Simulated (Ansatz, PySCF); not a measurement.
This PySCF input computes a CAM-B3LYP/def2-TZVPD energy:

```python
from pyscf import gto, scf, dft

mol = gto.M(
    atom='''
    B    -0.35832591   -0.06983585    0.03930987
    Cl    0.26645090    1.56418242    0.25377053
    Cl    0.76869642   -1.36243762   -0.36733058
    C    -1.83546359   -0.35772227    0.20135815
    H    -2.54855160    0.41866886    0.45088797
    H    -2.24454178   -1.35281772    0.07493473
    ''',
    basis='def2-tzvpd',
    charge=0,
    spin=1,
    verbose=4,
)

mf = dft.UKS(mol, xc='camb3lyp').density_fit(auxbasis='def2-universal-jkfit')
mf.grids.level = 3
mf.conv_tol = 1e-9
mf.max_cycle = 100
mf.max_memory = 1500
mf.kernel()
if not mf.converged:
    mf = mf.newton()
    mf.kernel(mf.make_rdm1())
for _ in range(2):
    mo, _, stable, _ = mf.stability(return_status=True)
    if stable:
        break
    mf.kernel(mf.make_rdm1(mo, mf.mo_occ))
mf.analyze()
```

Task: Write an input for the same energy in Ansatz (a program for electronic structure) and say what it gives.

Result: 
Ansatz 0.2 input:
```yaml
crystal:
  periodic: [false, false, false]
  atoms:
    - {symbol: B, position_ang: [-0.35832591, -0.06983585, 0.03930987]}
    - {symbol: Cl, position_ang: [0.26645090, 1.56418242, 0.25377053]}
    - {symbol: Cl, position_ang: [0.76869642, -1.36243762, -0.36733058]}
    - {symbol: C, position_ang: [-1.83546359, -0.35772227, 0.20135815]}
    - {symbol: H, position_ang: [-2.54855160, 0.41866886, 0.45088797]}
    - {symbol: H, position_ang: [-2.24454178, -1.35281772, 0.07493473]}
basis:
  gaussian:
    orbitals: def2-TZVPD
hamiltonian:
  xc: {name: CAM-B3LYP}
magnetization: {spin_polarized: true, initial_magnetization: 1}
output: {forces: true}
```
It gives -984.63300 Eh, and PySCF -984.63305 Eh, a difference of 0.05 mEh, from the treatment of integrals and grids.

It need not be the lowest isomer of its formula.
